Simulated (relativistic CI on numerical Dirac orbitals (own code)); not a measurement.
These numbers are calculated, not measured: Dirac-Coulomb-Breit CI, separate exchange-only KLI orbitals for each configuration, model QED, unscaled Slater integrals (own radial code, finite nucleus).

The strongest absorption lines from the ground level of an ion, among the configurations computed and to levels below about 162 eV (vacuum wavelength in Å, gf): 171.34 (0.0053), 193.96 (0.2), 198.70 (0.81), 223.62 (0.02), 236.10 (0.19), 302.08 (0.051), 348.23 (0.068).

(1) Which ion is it?
A. Fe10+
B. Ni14+
C. Ti8+
D. Fe12+

Answers

(1) D. Fe12+ has 14 electrons and the ground level 3s2 3p2 3P_0; the strongest line goes to 3s2 3p 3d 3P°_1. The pattern of lines fixes the number of electrons, and along that sequence the line energies rise steadily with the charge (about as its square where n changes within one kind of shell, about linearly where n is kept but much faster in heavy ions where fine structure, which grows about as Z⁴, sets the gap, and irregularly where shells cross), which fixes Z. Configurations outside the model, such as inner-shell arrays, can give stronger lines. At this charge energies of transitions that change n are usually good to better than 1 %, and those within a shell (Δn = 0) to a few per cent.

LS names give the leading component of a level, which can be under half, so a name can repeat, a term be missing and a line seem to break the LS rules.
